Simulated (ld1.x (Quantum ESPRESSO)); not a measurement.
Transferability test, ultrasoft potential for I

- Element: iodine (I)
- Generator: ld1.x (Quantum ESPRESSO) 7.5
- Type: ultrasoft
- Functional: PBE
- Relativity: scalar-relativistic
- Frozen core: [Kr] 4d10
- Valence charge: 7
- Reference configuration: 5s1 5p6
- Partial waves: 5s (bound): rcut 1.40, rcutus 1.75 bohr; 5s channel at -0.85 Ry: rcut 1.40, rcutus 1.75 bohr; 5p (bound): rcut 1.80, rcutus 2.25 bohr; 5p channel at 0.05 Ry: rcut 1.80, rcutus 2.25 bohr; 5d channel at -0.1 Ry: rcut 1.90, rcutus 2.30 bohr; 5d channel at 2.7 Ry: rcut 1.90, rcutus 2.30 bohr
- Local potential: all-electron potential smoothed inside 2.25 bohr (lloc = -1)
- Core correction: a·sin(br)/r model core inside 1.50 bohr
- Augmentation charge: built from norm-conserving waves at rcut, not smoothed further

Energies are relative to the spin-unpolarised reference configuration 5s1 5p6; without spin polarisation the order of configurations can differ from experiment. The frozen-core shift is the all-electron ΔE with the core orbitals held at their reference shape minus the fully relaxed ΔE.

(1) Give the all-electron excitation energy and the error of the potential for: 5s2 5p5; 5s2 5p4; 5s2 5p3; 5s1 5p5; 5s2 5p4.5; 5s2 5p1; 5s2 5p2.

Levels in the configuration 5s2 5p5:

```json
{"level": "5s", "all-electron (eV)": "-17.407", "pseudo (eV)": "-17.375"}
{"level": "5p", "all-electron (eV)": "-7.086", "pseudo (eV)": "-7.083"}
```

Results:

(1)

```json
{"valence configuration": "5s2 5p5", "charge": "0", "ΔE all-electron (eV)": "-10.414", "error AE − PS (meV)": "-14", "frozen-core shift (meV)": "+6.9"}
{"valence configuration": "5s2 5p4", "charge": "+1", "ΔE all-electron (eV)": "0.717", "error AE − PS (meV)": "-14", "frozen-core shift (meV)": "+4.1"}
{"valence configuration": "5s2 5p3", "charge": "+2", "ΔE all-electron (eV)": "20.563", "error AE − PS (meV)": "-22", "frozen-core shift (meV)": "+15"}
{"valence configuration": "5s1 5p5", "charge": "+1", "ΔE all-electron (eV)": "11.697", "error AE − PS (meV)": "-5.4", "frozen-core shift (meV)": "+6.0"}
{"valence configuration": "5s2 5p4.5", "charge": "+0.5", "ΔE all-electron (eV)": "-5.882", "error AE − PS (meV)": "-13", "frozen-core shift (meV)": "+4.9"}
{"valence configuration": "5s2 5p1", "charge": "+4", "ΔE all-electron (eV)": "89.316", "error AE − PS (meV)": "-133", "frozen-core shift (meV)": "+207"}
{"valence configuration": "5s2 5p2", "charge": "+3", "ΔE all-electron (eV)": "49.891", "error AE − PS (meV)": "-53", "frozen-core shift (meV)": "+68"}
```
